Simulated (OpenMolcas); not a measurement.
## d6 ions of charge +3 down a group on the Zr site of Cs2ZrCl6

| Property | Result |
| --- | --- |
| Program | OpenMolcas 26.06 |
| Method | SS-CASPT2, IPEA 0.25 Eh, imaginary shift 0.1 Eh |
| Spin-orbit coupling | RASSI with atomic mean-field integrals over the reference wave functions |

The d shell is active; CASPT2 correlates the ligand valence shells and the outer metal core. Each dopant is a cluster with its nearest anions in model potentials and point charges, with no relaxation and no local charge compensation. Distances were set from a Shannon-type radius of the metal (high-spin where two are listed) plus a fixed donor radius (Cl 1.76 Å), in hosts weighted 0.65 to 0.35 with the host's distance in the model lattice. Ligand basis ANO-RCC-VDZP, DKH2 Hamiltonian. States (labels of O, the rotations of Oh). Energies in cm-1 above the lowest state or level, χT in cm3 K/mol. Spin-only χT is S(S+1) / 2 for the spin of the ground state.

| Ion | Shell | R (Å) | Metal basis | Ground state | First state of that spin | First gap with spin-orbit (degeneracies) | χT at 300 K | First state of another spin | Spin-only χT |
| --- | --- | --- | --- | --- | --- | --- | --- | --- | --- |
| Rh3+ | 4d6 | 2.432 | ANO-RCC-VTZP | 1A1 | 18790 | 15800 (1, 2) | 0.027 | 2S+1 = 3: 16460 | 0.000 |
| Ir3+ | 5d6 | 2.442 | ANO-RCC-VTZP | 1A1 | 1T1 20480 | 16360 (1, 2) | 0.025 | 2S+1 = 3: 18680 | 0.000 |

Below the highest spin of the shell: Rh3+, Ir3+. χT departs most from the spin-only value for Rh3+, by +0.027 cm3 K/mol.

Roots that are degenerate in the reference are averaged as groups; the widest CASPT2 spread within a group is 1400 cm-1 (the 3-fold group of multiplicity 3 near 47800 cm-1 above the lowest state of its run, Rh3+). Shifts and gaps below about the spread of the groups concerned are not significant. Over all roots computed the reference weight is 0.62 to 0.66 in Rh3+, 0.63 to 0.66 in Ir3+; a low but even weight reflects the number of correlated electrons. Ligand-to-metal charge-transfer states are missing. With no ligand orbital active B as a rule stays too high, so bands that hang on it stand too high and its fall with covalency is understated. With one d shell and no ligand orbital active, 10Dq can be off by a tenth or more. The least metal-like active orbital is 69 % on the metal (Löwdin) and no ligand orbital is active, so the numbers are rough, and ground spin, moment and any spin crossover can be artefacts of this space; highly charged d ions in such sites are as a rule low spin (holds for Rh3+). The least metal-like active orbital is 70 % on the metal (Löwdin) and no ligand orbital is active, so the numbers are rough, and ground spin, moment and any spin crossover can be artefacts of this space; highly charged d ions in such sites are as a rule low spin (holds for Ir3+). No measured value stands beside these numbers; the geometry was set by hand and not optimised.

A state without a sure symmetry label is named by its multiplicity alone.
